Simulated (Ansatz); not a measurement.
Steps of a relaxation of H$_{8}$OSi$_{2}$Sn (`O[SiH2][SnH2][SiH3]`) with RKS PBE-D4/def2-SVP.

```sh
$ ansatz run in.yaml --threads 4 --pin off --events-out ev --progress --plain --max-ram 10444MiB
```

```yaml
crystal:
  periodic: [false, false, false]
  atoms:
    - {symbol: O, position_ang: [-1.741900, 1.602700, -0.843100]}
    - {symbol: Si, position_ang: [-0.583400, 1.794100, 0.351100]}
    - {symbol: Sn, position_ang: [0.192900, -0.488500, 0.999700]}
    - {symbol: Si, position_ang: [1.127900, -1.671800, -1.041300]}
    - {symbol: H, position_ang: [-2.479900, 1.063300, -0.461100]}
    - {symbol: H, position_ang: [-1.137700, 2.496600, 1.526900]}
    - {symbol: H, position_ang: [0.575300, 2.577000, -0.177100]}
    - {symbol: H, position_ang: [-1.060500, -1.375200, 1.710900]}
    - {symbol: H, position_ang: [1.531000, -0.325000, 2.217300]}
    - {symbol: H, position_ang: [2.165800, -0.919200, -1.605700]}
    - {symbol: H, position_ang: [-0.051600, -1.789700, -1.991700]}
    - {symbol: H, position_ang: [1.539200, -3.019300, -0.651900]}
basis:
  gaussian: {orbitals: def2-SVP}
hamiltonian: {xc: pbe, dispersion: d4}
relax: {f_tol: 0.03, max_steps: 200}
```

Positions (Å) and forces (eV/Å) along the path, 6 of 6 steps:

```xyz
12
step=1 energy=-23746.9205 eV
O    -1.742    1.603   -0.843   -0.930   -0.382   -0.076
Si   -0.583    1.794    0.351    0.339    0.301    0.061
Sn    0.193   -0.488    1.000    1.373   -0.054    0.901
Si    1.128   -1.672   -1.041   -2.202   -0.665    0.496
H    -2.480    1.063   -0.461    0.396    0.413   -0.521
H    -1.138    2.497    1.527   -0.184    0.386    0.457
H     0.575    2.577   -0.177   -0.026    0.110   -0.183
H    -1.060   -1.375    1.711   -0.385   -0.326    0.222
H     1.531   -0.325    2.217   -0.646   -0.135   -0.493
H     2.166   -0.919   -1.606    1.629    1.079   -0.929
H    -0.052   -1.790   -1.992    0.275    0.001   -0.016
H     1.539   -3.019   -0.652    0.361   -0.729    0.080
12
step=2 energy=-23747.1287 eV
O    -1.803    1.764   -0.864   -0.327   -0.496    0.298
Si   -0.661    1.851    0.379    0.498    0.001    0.048
Sn    0.338   -0.483    1.102   -1.132   -0.170   -0.926
Si    1.117   -1.769   -1.048   -0.667   -0.048    0.388
H    -2.557    1.206   -0.567    0.177    0.248   -0.322
H    -1.203    2.606    1.559   -0.077   -0.001    0.180
H     0.481    2.653   -0.170    0.005    0.044   -0.073
H    -0.947   -1.438    1.806    0.058    0.067   -0.050
H     1.503   -0.406    2.288    0.737    0.117    0.592
H     2.199   -0.992   -1.655    0.604    0.341   -0.361
H     0.008   -1.904   -2.069    0.019    0.072    0.154
H     1.602   -3.144   -0.726    0.104   -0.176    0.069
12
step=3 energy=-23747.0502 eV rejected
O    -1.810    1.663   -0.722   -0.020    0.158   -0.210
Si   -0.567    1.889    0.424   -1.329   -0.568   -0.348
Sn    0.219   -0.502    1.020    0.503    0.079    0.836
Si    1.118   -1.744   -1.031    0.286   -0.084   -0.287
H    -2.650    1.146   -0.734    0.973    0.373    0.529
H    -1.088    2.616    1.646    0.136    0.009   -0.020
H     0.492    2.717   -0.238   -0.007   -0.019   -0.056
H    -1.026   -1.438    1.821    0.051    0.145   -0.211
H     1.501   -0.416    2.254   -0.281   -0.055   -0.351
H     2.253   -0.976   -1.702   -0.257   -0.115    0.181
H    -0.002   -1.889   -2.026    0.012   -0.034   -0.045
H     1.637   -3.121   -0.678   -0.068    0.111   -0.018
12
step=4 energy=-23747.0477 eV rejected
O    -1.809    1.684   -0.809    4.433    2.746   -1.096
Si   -0.632    1.848    0.396   -0.123   -0.055   -0.131
Sn    0.272   -0.493    1.066   -0.056   -0.015   -0.034
Si    1.118   -1.750   -1.031   -0.123   -0.023    0.019
H    -2.545    1.220   -0.603   -4.260   -2.704    1.213
H    -1.164    2.589    1.599    0.006    0.002    0.029
H     0.475    2.661   -0.212   -0.041   -0.004   -0.023
H    -1.007   -1.426    1.776   -0.015   -0.001   -0.001
H     1.526   -0.396    2.252    0.053    0.010    0.033
H     2.231   -0.980   -1.673    0.098    0.053   -0.051
H    -0.002   -1.883   -2.031    0.010    0.010    0.023
H     1.614   -3.130   -0.695    0.018   -0.019    0.019
12
step=5 energy=-23747.2229 eV
O    -1.791    1.732   -0.838    0.050   -0.081    0.005
Si   -0.639    1.850    0.392    0.041   -0.008   -0.011
Sn    0.298   -0.489    1.078   -0.280   -0.046   -0.187
Si    1.110   -1.761   -1.038   -0.142   -0.003    0.082
H    -2.578    1.212   -0.600   -0.011   -0.002   -0.016
H    -1.194    2.599    1.578    0.015   -0.026    0.100
H     0.484    2.660   -0.184    0.014    0.027   -0.042
H    -0.961   -1.438    1.802   -0.057   -0.001   -0.008
H     1.521   -0.397    2.281    0.183    0.046    0.066
H     2.219   -0.985   -1.669    0.175    0.083   -0.105
H     0.002   -1.896   -2.052   -0.017    0.041    0.071
H     1.606   -3.143   -0.716    0.028   -0.029    0.045
12
step=6 energy=-23747.2373 eV
O    -1.769    1.692   -0.846    0.011    0.010    0.007
Si   -0.625    1.838    0.389    0.000   -0.006    0.008
Sn    0.270   -0.498    1.078   -0.009    0.005   -0.010
Si    1.106   -1.739   -1.029   -0.007   -0.010   -0.003
H    -2.568    1.193   -0.603   -0.005   -0.012   -0.001
H    -1.173    2.572    1.592   -0.005    0.009    0.005
H     0.491    2.651   -0.199    0.000    0.010   -0.009
H    -1.004   -1.433    1.796   -0.004    0.001    0.003
H     1.540   -0.386    2.251    0.003   -0.002    0.005
H     2.225   -0.965   -1.673    0.008    0.002   -0.003
H    -0.020   -1.859   -2.022    0.002   -0.001    0.002
H     1.603   -3.121   -0.700    0.005   -0.005   -0.002
```

Run time 8 s (4 threads of an Intel Xeon Platinum 8488C on a shared host); peak host memory 0.18 GiB.
